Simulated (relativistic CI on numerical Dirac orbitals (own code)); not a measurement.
One change at a time: In17+

Base calculation: Dirac-Coulomb-Breit CI, separate exchange-only KLI orbitals for each configuration, QED by a radiative potential, unscaled Slater integrals.

Configuration list (outside the closed core [Ar] 3d10): 4s²4p², 4s4p³, 4p⁴, 4s²4p4d, 4s4p²4d, 4s²4p4f, 4s4p²4f, 4p³4d, 4s4p4d², 4s²4d4f, 4s²4p5s, 4p³4f, 4s²4d², 4s4d³, 4s4d²4f, 4p²4d², 4p4d³, 4p4d²4f, 4p4d²5s, 4s²4f², 4s4d4f², 4s4f³, 4p²4f², 4p4d4f², 4p4f³, 4p4f²5s. Double excitations out of closed p, d and f shells are left out; levels of such configurations are missing from the list, as are those of other unlisted configurations, and high levels can miss mixing partners.

Variants: (1) P86 correlation estimate; (2) only the first 3 configurations; (3) one mean potential for all configurations. Shifts of the energy above 4s²4p² ³P0, in cm⁻¹, for the lowest level and the first level of each name with at least 55 % of one term (blank where a level changes its place among those of its configuration and J or its character, or is not in the variant):

| Level | Base | Δ(1) | Δ(2) | Δ(3) |
| --- | --- | --- | --- | --- |
| 4s²4p² ³P0 | 0 | 0 | 0 | 0 |
| 4s²4p² ³P1 | 57411 | +1 | +1486 | +11 |
| 4s²4p² ¹S0 | 187643 | +9 | -2153 | -39 |
| 4s4p³ ⁵S°2 | 354188 | +486 | -7312 | +52 |
| 4s4p³ ³D°1 | 422288 | +528 | +15853 | +17 |
| 4s4p³ ³D°2 | 433432 | +524 | +13622 | +27 |
| 4s4p³ ³D°3 | 454941 | +531 | +16813 | +27 |
| 4s4p³ ³P°0 | 492753 | +516 | +10152 | +13 |
| 4s4p³ ³P°1 | 501589 | +521 | +12906 | +14 |
| 4s²4p4d ³F°2 | 620666 | +966 |  | -80 |
| 4s²4p4d ³F°3 | 648896 | +998 |  | -84 |
| 4s²4p4d ³F°4 | 699484 | +1000 |  | -83 |
| 4s²4p4d ³P°0 | 739816 | +986 |  | -88 |
| 4s²4p4d ³P°1 | 747042 | +981 |  | -84 |

At this charge energies of transitions that change n are usually good to better than 1 %, and those within a shell (Δn = 0) to a few per cent.

Ionisation energy from the two ground configurations alone: base 462.093 eV; P86 correlation estimate 463.512 eV. The NIST ASD value (theoretical) is 462 eV.

LS names give the leading component of a level, which can be under half, so a name can repeat, a term be missing and a line seem to break the LS rules.
